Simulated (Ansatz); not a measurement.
## Ansatz input wanted

[SnH5]−: 6 atoms, total charge -1, spin state triplet. As SMILES of the parent species, `[H][Sn-]([H])([H])([H])[H]`. Geometry: a GFN2-xTB relaxation, a rough one for these elements and not checked as a minimum. That shape belongs to the parent species and isn't relaxed for this state.

```xyz
6

Sn    0.0004   -0.0014    0.0004
H    -0.0201   -0.0063    1.8858
H     0.0203    0.0107   -1.8880
H     1.7828    0.0108    0.0189
H    -0.9025    1.5360   -0.0034
H    -0.8810   -1.5498   -0.0136
```

Settings wanted:

- basis set: STO-3G
- integral approximation: none
- task: energy
- method: DFT
- functional: B3LYP
- reference: UKS
- relativity: none
- accuracy: high

Give an Ansatz 0.2.0 job that does this.

This one ran through:

in.yaml:
```yaml
crystal:
  periodic: [false, false, false]
  atoms:
    - symbol: Sn
      position_ang: [0.000450, -0.001410, 0.000420]
    - symbol: H
      position_ang: [-0.020070, -0.006290, 1.885790]
    - symbol: H
      position_ang: [0.020250, 0.010720, -1.888030]
    - symbol: H
      position_ang: [1.782780, 0.010780, 0.018860]
    - symbol: H
      position_ang: [-0.902470, 1.535970, -0.003420]
    - symbol: H
      position_ang: [-0.880950, -1.549760, -0.013620]
basis:
  gaussian:
    orbitals: STO-3G
total_charge: -1
magnetization:
  spin_polarized: true
  initial_magnetization: 2
hamiltonian:
  xc: {name: B3LYP}
accuracy: high
```

```bash
$ ansatz run in.yaml --threads 1 --pin off --max-ram 2610MiB --events-out events.jsonl --progress --plain --runs-dir runs
```

Calculated total energy: -5967.83657 Eh. The run is non-relativistic. Without diffuse functions such a state is poorly described.
